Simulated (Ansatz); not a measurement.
Reaction (cleavage of the Si–Si bond): `O[SiH2]S[SiH2][SiH3]` + `C=C(O)Cl` → `C=C(Cl)O[SiH3]` + `O[SiH2]S[SiH3]`

Calculated with Ansatz (gas phase, PBE0-D4/def2-TZVP geometries, no zero-point term in ΔE). CCSD(T)/CBS adds triple-zeta CCSD(T) − MP2 to the extrapolated MP2 energy (def2 sets, frozen cores). DFT in def2-TZVPP. B3LYP here is the variant with VWN-RPA as its local correlation; programs differ in this. One conformer a species, not always the lowest.

Question: Is it downhill or uphill in electronic energy at CCSD(T)/CBS, and by how much? (An estimate is asked.)

Answer: The calculation gave: Downhill: ΔE = -86.3 kJ/mol.

Question: What do these levels give: PBE0-D4, B3LYP-D4, ωB97X-V, PBE, r2SCAN, B3LYP, HF/def2-TZVPP, SCS-MP2/def2-TZVPP, CCSD(T)/def2-TZVPP, HF/CBS(def2), MP2/CBS(def2), CCSD/CBS(def2)? (An estimate is asked.)

Answer: The calculation gave: PBE0-D4 -68.0, B3LYP-D4 -87.3, ωB97X-V -84.4, PBE -63.2, r2SCAN -80.5, B3LYP -88.5, HF/def2-TZVPP -108.1, SCS-MP2/def2-TZVPP -99.1, CCSD(T)/def2-TZVPP -86.9, HF/CBS(def2) -110.0, MP2/CBS(def2) -93.9, CCSD/CBS(def2) -88.8 kJ/mol.

Largest T1 diagnostic among the species: 0.012.

In def2-TZVPP, CCSD(T) changes the Hartree–Fock value by +21.2 kJ/mol (the triples alone add +2.5 kJ/mol) and MP2 by +13.6 kJ/mol. From PBE to PBE0 (25 % exact exchange), in def2-TZVPP and without D4, ΔE moves by −5.8 kJ/mol.
